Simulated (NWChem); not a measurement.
System: BH₂S₂F; SMILES FB(S)S

```xyz
6

B      0.0000     0.0000    -0.3631
F      0.0000     0.0000    -1.6903
S      1.6304     0.0000     0.4256
H      1.2045     0.0000     1.7042
S     -1.6304     0.0000     0.4256
H     -1.2045     0.0000     1.7042
```
Atoms are numbered in this order, from 1.

Results from NWChem. Coordinates come from a PBE0/def2-SVP optimisation. Ions are spin-unrestricted doublets at the neutral geometry; other ion states weren't tried.

Estimate the computed values for PBE/def2-SVP. Quantities: vertical ionisation energy, ΔSCF (eV); −ε(HOMO) (eV).


```yaml
vertical ionisation energy, ΔSCF (eV): 9.63
"−ε(HOMO) (eV)": 6.41
```
